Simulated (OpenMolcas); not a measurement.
## Tb3+ in octahedral coordination: ligands and hosts compared

```yaml
Program: OpenMolcas
Method: CASSCF
Active_space: 8 electrons in 7 orbitals (4f)
Spin-orbit_coupling: RASSI with atomic mean-field integrals over the reference wave functions
```

Distances were set from a Shannon-type radius of the metal (high-spin where two are listed) plus a fixed donor radius (I 2.13, Br 1.91, Cl 1.76, O 1.38, F 1.31 Å), in hosts weighted 0.65 to 0.35 with the host's distance in the model lattice. Anionic complexes are neutralised by point charges, and hosts are embedded clusters. Ligand basis ANO-RCC-VDZP. States (labels of O, the rotations of Oh). Energies in cm-1 above the lowest state or level, χT in cm3 K/mol.

```json
{"Ligand or host": "I", "R (Å)": "3.05", "Metal basis": "ANO-RCC-VDZP", "Outer charge (e at Å behind ligand)": "0.5 at 3.2", "Ground state": "7A2", "First state of that spin": "7T2 59.5", "First gap with spin-orbit (degeneracies)": "12.0 (1, 3)", "Width of lowest J": "102", "χT at 300 K": "11.767"}
{"Ligand or host": "CsCaBr3", "R (Å)": "2.837", "Metal basis": "ANO-RCC-VDZP", "Outer charge (e at Å behind ligand)": "", "Ground state": "7A2", "First state of that spin": "7T2 109.4", "First gap with spin-orbit (degeneracies)": "17.4 (1, 3)", "Width of lowest J": "153", "χT at 300 K": "11.743"}
{"Ligand or host": "Cs2NaYBr6", "R (Å)": "2.809", "Metal basis": "ANO-RCC-VDZP", "Outer charge (e at Å behind ligand)": "", "Ground state": "7A2", "First state of that spin": "7T2 124.0", "First gap with spin-orbit (degeneracies)": "19.3 (1, 3)", "Width of lowest J": "172", "χT at 300 K": "11.732"}
{"Ligand or host": "Cs2NaYCl6", "R (Å)": "2.661", "Metal basis": "ANO-RCC-VDZP", "Outer charge (e at Å behind ligand)": "", "Ground state": "7A2", "First state of that spin": "7T2 168.6", "First gap with spin-orbit (degeneracies)": "24.3 (1, 3)", "Width of lowest J": "224", "χT at 300 K": "11.698"}
{"Ligand or host": "O", "R (Å)": "2.3", "Metal basis": "ANO-RCC-VDZP", "Outer charge (e at Å behind ligand)": "1.5 at 2.6", "Ground state": "7A2", "First state of that spin": "7T2 389.9", "First gap with spin-orbit (degeneracies)": "39.1 (1, 3)", "Width of lowest J": "411", "χT at 300 K": "11.537"}
{"Ligand or host": "F", "R (Å)": "2.23", "Metal basis": "ANO-RCC-VDZP", "Outer charge (e at Å behind ligand)": "0.5 at 2.4", "Ground state": "7A2", "First state of that spin": "7T2 360.1", "First gap with spin-orbit (degeneracies)": "42.4 (1, 3)", "Width of lowest J": "455", "χT at 300 K": "11.495"}
{"Ligand or host": "CsCaF3", "R (Å)": "2.244", "Metal basis": "ANO-RCC-VDZP", "Outer charge (e at Å behind ligand)": "", "Ground state": "7A2", "First state of that spin": "7T2 394.2", "First gap with spin-orbit (degeneracies)": "44.0 (1, 3)", "Width of lowest J": "481", "χT at 300 K": "11.467"}
{"Ligand or host": "Cs2NaYF6", "R (Å)": "2.214", "Metal basis": "ANO-RCC-VDZP", "Outer charge (e at Å behind ligand)": "", "Ground state": "7A2", "First state of that spin": "7T2 443.4", "First gap with spin-orbit (degeneracies)": "47.2 (1, 3)", "Width of lowest J": "535", "χT at 300 K": "11.410"}
{"Ligand or host": "MgO", "R (Å)": "2.234", "Metal basis": "ANO-RCC-VDZP", "Outer charge (e at Å behind ligand)": "", "Ground state": "7A2", "First state of that spin": "7T2 733.1", "First gap with spin-orbit (degeneracies)": "58.7 (1, 3)", "Width of lowest J": "801", "χT at 300 K": "11.117"}
```

The rows also differ in their outer charges, so part of each step comes from that.

The width of the lowest J multiplet rises in the order I < CsCaBr3 < Cs2NaYBr6 < Cs2NaYCl6 < O < F < CsCaF3 < Cs2NaYF6 < MgO, by a factor of 7.85 from first to last.

High states are left out of the spin-orbit mixing, which shifts the levels that they would mix with. Without dynamic correlation the ligand-field splitting of an f shell can come out too small, at times by half. The oxide ions are held by bare point charges, a crude embedding (holds for O). A group larger than the point group allows holds several states that coincide in this model. No measured value stands beside these numbers; the geometry is a model, was not optimised and need not be the one that this ion takes.
